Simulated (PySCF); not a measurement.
**Polarisability and C₆ of S⁺ (sulfur, charge +1)**

[Ne] 3s1 3p3 3d1, high-spin 6D determinant (an excited configuration). All numbers are calculated (PySCF 2.14, no relativity, point nucleus, in aug-cc-pV(Q+d)Z with one added diffuse shell each of s, p, d, f, g type (8s7p6d4f3g, 114 functions)). Coupled (time-dependent) response in atomic units; α is the mean over directions.

| method | mean α (bohr³) | α xx, yy, zz | C₆ (like pair) | S(−4) |
| --- | --- | --- | --- | --- |
| UHF | 27.39 | 34.43, 34.43, 13.33 | 131.7 | 1299 |
| PBE | 39.63 | 51.69, 51.69, 15.51 | 187.2 | 4112 |

S(−4) is the Cauchy moment in α(ω) = α(0) + S(−4) ω² + …

α(iu) at UHF:

| u (hartree) | α(iu) (bohr³) |
| --- | --- |
| 0 | 27.39 |
| 0.0500 | 24.73 |
| 0.100 | 20.32 |
| 0.200 | 14.43 |
| 0.300 | 11.05 |
| 0.500 | 7.125 |
| 0.750 | 4.514 |
| 1.00 | 3.068 |
| 1.50 | 1.661 |
| 2.00 | 1.043 |
| 3.00 | 0.5347 |
| 5.00 | 0.2349 |

A single London oscillator, α(iu) = α/(1 + u²/ω²), gives C₆ = (3/4) ω α². Matching the computed C₆ needs ω = 4 × 131.7 / (3 × 27.39²) = 0.234 hartree.

For an ion, C₆ is the dispersion term alone; charge-induced terms of lower order in 1/R come first.

The components differ because the open shell of this determinant is not spherical; for a pure term their mean is the scalar polarisability.

The outer electron is Rydberg-like, and this basis confines it to a smaller radius and binds it less than a complete one would.
